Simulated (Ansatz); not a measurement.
`F[Si]1([SiH3])BO1`, relaxed with RKS PBE-D4/def2-SVP in Ansatz from a rough embedded geometry. The force threshold is 0.03 eV/Å; the program also tests the step.

Total charge 0; spin multiplicity 1.

Start:

```xyz
9

F    -0.902   -2.230   -0.336
Si   -0.488   -0.743    0.178
Si    0.443    0.601   -1.302
B    -0.592   -0.205    2.130
O     0.531   -0.854    1.510
H     1.833    0.133   -1.610
H     0.567    1.999   -0.738
H    -0.305    0.669   -2.516
H    -1.088    0.629    2.684
```

Problem. By how much does the energy fall, and how many steps does the optimiser take? (Estimate.)

Solution. Ansatz gave: 31.39 kcal/mol, in 10 steps, 1 of them rejected.

Problem. Which bonds change most? (Best estimate.)

Solution. Ansatz gave: Si2–O5 from 1.681 to 1.826 Å; Si2–Si3 from 2.205 to 2.345 Å; Si2–B4 from 2.028 to 1.931 Å; B4–O5 from 1.438 to 1.343 Å.

Problem. Give the relaxed structure. (Estimate.)

Solution. The calculation gave: 
```xyz
9

F    -0.768   -2.129   -0.287
Si   -0.599   -0.570    0.215
Si    0.521    0.622   -1.465
B    -0.732   -0.163    2.098
O     0.491   -0.527    1.680
H     1.843   -0.031   -1.757
H     0.738    2.021   -0.957
H    -0.312    0.663   -2.715
H    -1.183    0.114    3.187
```
